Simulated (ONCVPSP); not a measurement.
# Potentials for aluminium compared

Generated with ld1.x 7.5 (TM, RRKJ, ultrasoft, PAW), atompaw 4.2 or ONCVPSP 4.0.1. The cutoff is in Ry: for ld1.x and atompaw files where the sum of valence levels is converged to 10 mRy in a Bessel basis, for ONCV files where the hardest occupied wave has 1 mHa per electron of residual kinetic energy. The error is the largest all-electron minus pseudo excitation energy over each file’s own four to seven test configurations (ionisations up to +4, promotions, holes and added fractions of an electron), all of which were solved. The labels leave out finer settings (local radius, basis sizes, second energies), which also bear on the numbers. Spin-polarised tests are not counted. The rows are a selection from randomly drawn settings: files with unsolved tests, undetermined cutoffs or missed reference levels are left out.

```tsv
potential	cutoff (Ry)	largest error (meV)	bound ghosts
ONCV, LDA (Perdew-Wang 92), scalar-relativistic, rc 2.15/1.85 (sp), local smoothed, core correction yes, reference 3s2, qcut 3/4.1, projectors 1/2	10	+14	none
ONCV, PBE, scalar-relativistic, rc 2.30/2.30 (sp), local p, core correction yes, reference 3s2 3p1, qcut 2.9/3.5, projectors 1/0	12	-4.5	none
```

(1) Fill in the row for Al: ONCV, PBEsol, scalar-relativistic, rc 1.85/2.10/2.15 (spd), local smoothed, core correction yes, reference 3s2 3p1, qcut 3.4/4.3/5.1, projectors 2/2/2.

(2) Fill in the row for Al: ONCV, PBE, non-relativistic, rc 1.25/1.00 (sp), local smoothed, core correction yes, reference 2s2 2p6 3s1 3p2, qcut 10.4/12.3, projectors 2/2.

(3) Fill in the row for Al: ONCV, PBEsol, scalar-relativistic, rc 2.00/1.95 (sp), local smoothed, core correction yes, reference 3s1.5, qcut 3.5/4.2, projectors 3/1.

Results:

(1) cutoff 11 Ry, largest error +10 meV, bound ghosts: none.

(2) cutoff 136 Ry, largest error -416 meV, bound ghosts: none.

(3) cutoff 11 Ry, largest error +131 meV, bound ghosts: none.
